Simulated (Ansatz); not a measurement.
Cost and result for the atomization energy of C₆H₁₈ClGeN₃, SMILES `C[N](C)[Ge]([Cl])([N](C)C)[N](C)C` (29 atoms, 28 bonds).

```xyz
29

C    -1.4643   -1.3584    1.2651
N    -0.1306   -0.8535    1.5003
C     0.7086   -1.7838    2.2146
Ge    0.5644    0.2712    0.2400
Cl    2.4972    0.8854    1.0121
N    -0.6191    1.6313    0.0745
C    -1.2123    2.1991    1.2626
C    -0.4521    2.5881   -0.9942
N     0.8824   -0.3342   -1.4541
C    -0.2664   -0.7632   -2.2193
C     2.0799   -1.0731   -1.7705
H    -1.9665   -1.5534    2.2212
H    -2.0626   -0.6258    0.7193
H    -1.4720   -2.2998    0.6932
H     0.8305   -2.7433    1.6870
H     1.6982   -1.3581    2.3828
H     0.2689   -2.0039    3.1954
H    -0.6401    3.0580    1.6438
H    -1.2676    1.4519    2.0553
H    -2.2299    2.5484    1.0477
H     0.0476    2.1245   -1.8458
H    -1.4299    2.9568   -1.3280
H     0.1429    3.4598   -0.6835
H    -0.5040   -1.8292   -2.0763
H    -0.0826   -0.6106   -3.2904
H    -1.1492   -0.1802   -1.9480
H     2.3294   -0.9401   -2.8305
H     2.9229   -0.7087   -1.1830
H     1.9762   -2.1551   -1.5913
```

Total charge 0; spin multiplicity 1. Correlated methods include outer-core shells of Ge, which these sets cover unevenly. Scalar relativity is left out up to krypton. The geometry is a stationary point of PBE0-D4/def2-TZVP. It is one conformer, not always the lowest. Program: Ansatz. All runs use 11 threads of an AMD EPYC 7R13 on a shared host and a whole NVIDIA H100 80 GB. Times are those of one run each, without the atoms' runs, and a repeat can differ threefold. Electronic energies, without spin–orbit coupling; frozen cores. CCSD(T)/CBS adds CCSD(T) − MP2 in def2-TZVPP to the MP2 limit, and its time is that of the two runs behind it. T1 = 0.011. With those shells the extrapolation isn't a true limit. B3LYP takes the VWN-RPA correlation (the form of Gaussian; ORCA's B3LYP/G). HSE06 is the plane-wave form, built on full-range PBE exchange.

CCSD(T)/CBS is a level of theory with its own doubt, some kJ/mol a heavy atom from the limit and from the frozen cores, so smaller differences don't rank the functionals.

```csv
level,functions,wall time
BLYP-D4/def2-TZVPP,621,3.8 s
BHLYP-D4/def2-TZVPP,621,3.9 s
LDA (SPW92)/def2-TZVPP,621,4 s
PBE-D4/def2-TZVPP (with forces),621,4.1 s
HSE06-D4/def2-TZVPP,621,4.2 s
CAM-B3LYP-D4/def2-TZVPP,621,4.4 s
B3LYP-D4/def2-TZVPP (with forces),621,4.9 s
r2SCANh-D4/def2-TZVPP,621,5.5 s
revPBE-D4/def2-TZVPP,621,7.5 s
CCSD(T)/def2-SVP,266,7.5 s
MP2/def2-QZVPP,1212,12 s
CCSD(T)/def2-TZVPP,621,100 s
CCSD(T)/CBS(def2),–,110 s
```

**Question.** What atomization energy does each give, and how far from CCSD(T)/CBS? (An estimate is asked.)

**Answer.** The calculation gave: 
| level | atomization (kJ/mol) | difference from CCSD(T)/CBS | per bond |
| --- | --- | --- | --- |
| BLYP-D4/def2-TZVPP | 10834.0 | -13.1 | -0.5 |
| BHLYP-D4/def2-TZVPP | 10576.2 | -270.9 | -9.7 |
| LDA (SPW92)/def2-TZVPP | 12430.7 | 1583.6 | 56.6 |
| PBE-D4/def2-TZVPP (with forces) | 11071.5 | 224.4 | 8.0 |
| HSE06-D4/def2-TZVPP | 10907.5 | 60.4 | 2.2 |
| CAM-B3LYP-D4/def2-TZVPP | 10909.6 | 62.5 | 2.2 |
| B3LYP-D4/def2-TZVPP (with forces) | 10865.0 | 17.9 | 0.6 |
| r2SCANh-D4/def2-TZVPP | 10782.3 | -64.8 | -2.3 |
| revPBE-D4/def2-TZVPP | 10822.9 | -24.2 | -0.9 |
| CCSD(T)/def2-SVP | 10308.5 | -538.6 | -19.2 |
| MP2/def2-QZVPP | 10867.2 | 20.1 | 0.7 |
| CCSD(T)/def2-TZVPP | 10585.8 | -261.3 | -9.3 |
| CCSD(T)/CBS(def2) | 10847.1 | 0.0 | 0.0 |

At CCSD(T), def2-SVP lies −538.7 kJ/mol from the extrapolated value and def2-TZVPP −261.3 kJ/mol: correlation converges slowly with the basis, and small sets miss more of it in the bonded molecule than in its fragments. From r2SCAN to r2SCAN0 (25 % exact exchange), in def2-TZVPP and without D4, the atomization energy moves by −134.0 kJ/mol: exact exchange takes away binding that semilocal exchange gives to molecules. Leaving LDA and LC-ωPBE aside and taking each functional with its dispersion term where it has one, the values spread over 495.3 kJ/mol, from BHLYP-D4 to PBE-D4. LDA lies +1448.5 kJ/mol from PBE without D4, its usual overbinding.
